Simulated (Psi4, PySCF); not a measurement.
Two rigid molecules brought together: N2 ··· H3B (SMILES N#N and B). Monomers: optimised at B3LYP-D3(BJ) (def2-TZVP), held rigid. Orientation: lowest of the rigid-body minima from ten starts at GFN2-xTB (searched outside a hard wall at short contacts). The monomers approach along the line of their centres of mass (distance R); nothing else relaxes. The shortest distances reach bonding range, where SAPT0 and rigid monomers are unreliable.

Geometry at R = 2.02 Å (first 2 atoms: monomer A):
```
6

N      0.5455     0.0000     0.0000
N     -0.5455     0.0000     0.0000
B     -2.0164    -0.0793    -0.0463
H     -2.0617    -0.0940     1.1420
H     -2.0532     0.9562    -0.6300
H     -1.9332    -1.1001    -0.6509
```

Computed with: revPBE/def2-TZVP, counterpoise-corrected (Psi4); RKS-B3LYP/6-311+G** = restricted B3LYP/6-311+G**, spherical d, no counterpoise correction in PySCF 2.14.0; CCSD(T)/aug-cc-pVDZ = DF-CCSD(T)/aug-cc-pVDZ, frozen core, counterpoise-corrected run with Psi4; RHF/LANL2DZ = PySCF with restricted Hartree-Fock/LANL2DZ, no counterpoise correction; RMP2/3-21G = restricted MP2 (frozen core)/3-21G, no counterpoise correction run with PySCF 2.14.0.

Interaction energies in kcal/mol (negative: bound); R is the distance of the centres of mass, d the N2···B3 distance.

| R / Å | d / Å | revPBE/def2-TZVP | RKS-B3LYP/6-311+G** | CCSD(T)/aug-cc-pVDZ | RHF/LANL2DZ | RMP2/3-21G |
|---|---|---|---|---|---|---|
| 1.81 | 1.26 | 37.65 | 44.15 | 61.91 | 79.11 | 59.64 |
| 2.02 | 1.47 | 4.57 | 10.24 | 20.08 | 31.23 | 14.01 |
| 2.22 | 1.67 | -1.56 | 2.45 | 7.37 | 13.86 | -0.34 |
| 2.39 | 1.84 | -1.99 | 0.43 | 2.79 | 6.36 | -4.96 |
| 2.70 | 2.15 | -1.33 | -1.01 | -0.82 | -0.17 | -7.30 |
| 3.05 | 2.50 | -0.80 | -1.32 | -1.81 | -2.46 | -6.66 |
| 3.50 | 2.95 | -0.53 | -0.88 | -1.47 | -2.44 | -4.47 |
| 4.21 | 3.66 | -0.36 | -0.30 | -0.64 | -1.10 | -1.59 |
| 5.20 | 4.65 | -0.14 | -0.09 | -0.19 | -0.25 | -0.24 |
| 6.54 | 5.99 | -0.03 | -0.03 | -0.05 | -0.04 | -0.06 |

Lowest grid point: revPBE/def2-TZVP -1.99 kcal/mol at R = 2.39 Å; RKS-B3LYP/6-311+G** -1.32 kcal/mol at R = 3.05 Å; CCSD(T)/aug-cc-pVDZ -1.81 kcal/mol at R = 3.05 Å; RHF/LANL2DZ -2.46 kcal/mol at R = 3.05 Å; RMP2/3-21G -7.30 kcal/mol at R = 2.70 Å.
